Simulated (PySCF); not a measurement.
TMS, C₄H₁₂Si.
SMILES: `C[Si](C)(C)C`

Method used: B3LYP/Sadlej pVTZ in PySCF (dipole) on a GFN2-xTB geometry, gas phase.

Take the most abundant isotopes and a rigid rotor. 

What are A, B and C (MHz)?

Ia = 167.53, Ib = 167.76, Ic = 167.83 u·Å²; 505379 MHz·u·Å²/I gives A = 3017, B = 3012, C = 3011 MHz.

What kind of rotor is it?

A spherical top, as the point group Td requires three equal moments; the computed ones differ by 0.18 % because the geometry is symmetric only within the optimiser's tolerance.

The point group Td allows no dipole (computed: 0.00 D), so a rigid rotor has no electric-dipole lines.

Estimate the classical rotational partition function at 25 K, 200 K and 298.15 K.

Point group Td, symmetry number σ = 12; q = (√π/σ)·√((kT/h)³/(ABC)), k/h = 20836.6 MHz/K: 336 at 25 K, 7600 at 200 K, 13800 at 298.15 K.

No frequency check. These are rigid-rotor constants of the computed structure; measured ground-state constants (B0) also hold zero-point vibration.

The run took 25 s wall on one thread of an Intel Xeon at 2.30 GHz, no GPU (shared host), and the process peaked at 1.3 GiB of memory. This is the B3LYP/Sadlej pVTZ job that gave the dipole, with the shieldings it also computed.
